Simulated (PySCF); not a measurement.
Here is a computed GFN2-xTB geometry (Å):
```
atom  x, y, z in Å
C1    -2.803    0.169   -0.420
C2    -1.693   -0.535   -0.290
C3    -0.709   -0.384    0.824
C4     0.617    0.048    0.265
C5     0.965    1.307   -0.126
O6     2.239    1.325   -0.602
C7     2.720    0.045   -0.524
S8     4.287   -0.309   -1.031
C9     1.738   -0.772    0.007
H10   -3.467    0.050   -1.262
H11   -3.096    0.904    0.314
H12   -1.415   -1.258   -1.046
H13   -0.578   -1.346    1.330
H14   -1.076    0.348    1.550
H15    0.434    2.241   -0.114
H16    1.830   -1.825    0.188
```

Charge -1, singlet.

(1) Which heavy atoms are bonded, and with what formal order?

(2) Write the SMILES.

(3) What is the point group of this geometry?

(4) Which rings does it hold (smallest set)?

(5) Classify the heavy atoms.

(6) What is the arrangement about C7?

(7) What is the arrangement about C4?

## Answers

(1) C1–C2 1.32 Å (double); C2–C3 1.49 Å (single); C3–C4 1.50 Å (single); C4–C5 1.36 Å (aromatic); C5–O6 1.36 Å (aromatic); O6–C7 1.37 Å (aromatic); C7–S8 1.68 Å (single); C7–C9 1.38 Å (aromatic); C4–C9 1.41 Å (aromatic). Bonds to hydrogen (Å): C1–H10 1.08; C1–H11 1.08; C2–H12 1.08; C3–H13 1.09; C3–H14 1.09; C5–H15 1.07; C9–H16 1.07. The orders are those of one drawing; other resonance forms can be drawn.

(2) `C=CCc1coc([S-])c1`, [C7H7OS]-. Among its features: C=C double bond and aromatic ring with oxygen.

(3) C1 (no symmetry element, even within 0.4 Å).

(4) C4–C5–O6–C7–C9 (5 members, 0.00 Å rms from planarity).

(5) C1: terminal =CH2 carbon; C2: alkene CH carbon; C3: benzylic-type carbon; C4: substituted aromatic carbon; C5: aromatic CH next to a ring oxygen; O6: furan-type oxygen; C7: substituted aromatic carbon; S8: thiolate sulfur; C9: aromatic CH carbon.

(6) It has 3 neighbours (O6, S8, C9) and is planar (angles 130.7°, 120.4° and 108.9°, sum 360.0°, 0.00 Å off the plane of its three neighbours).

(7) It has 3 neighbours (C3, C5, C9) and is planar (angles 127.0°, 126.7° and 106.3°, sum 360.0°, 0.01 Å off the plane of its three neighbours).
